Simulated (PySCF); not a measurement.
SMILES N#Cc1ccccc1[SeH] (C7H5NSe) at its GFN2-xTB optimised geometry (Å):

```
14

N     -2.0268    -2.6060    -0.0040
C     -1.4288    -1.6261    -0.0019
C     -0.6944    -0.4206     0.0000
C     -1.3873     0.7918     0.0007
C     -0.6992     1.9879     0.0008
C      0.6892     1.9867     0.0002
C      1.3855     0.7935     0.0000
C      0.7080    -0.4206     0.0000
Se     1.7509    -2.0216    -0.0006
H     -2.4674     0.7743     0.0009
H     -1.2413     2.9208     0.0013
H      1.2303     2.9209     0.0002
H      2.4674     0.7908    -0.0001
H      0.6219    -2.9209    -0.0015
```

Level of theory: PBE/def2-TZVP run with PySCF. Cells within 0.4 Å of a nucleus heavier than hydrogen are left out (blank, or x).

Map of the Laplacian of the electron density (e/bohr⁵), clipped to [-1.50, 1.50] on the plane z = 0.0 Å:

```
|5555555555555555555555555|
|5555555555555555555555555|
|5555555555555555555555555|
|5555555555555555555555555|
|5555555555555555555555555|
|5555555550455540555555555|
|5555555553155513555555555|
|5555555554xx2xx4555555555|
|5555555554x647x4555555555|
|5555555541355531455555555|
|55555501xx55555xx10555555|
|555555544x455546445555555|
|5555555553255523555555555|
|5555555555xx2xx4555555555|
|5555555553345444555555555|
|5555555553455544655555555|
|55555555xx555559x95555555|
|5555555203555559xx7555555|
|5555553xx5555539995555555|
|5555554x35555104555555555|
|5555555555555555555555555|
|5555555555555555555555555|
|5555555555555555555555555|
|5555555555555555555555555|
|5555555555555555555555555|
```
Scale: ten equal steps from -1.50 (start of '0') to 1.50 (end of '9'), in the order '0123456789'; x runs from -5.00 to 5.00, y from -5.00 (bottom) to 5.00 (top).
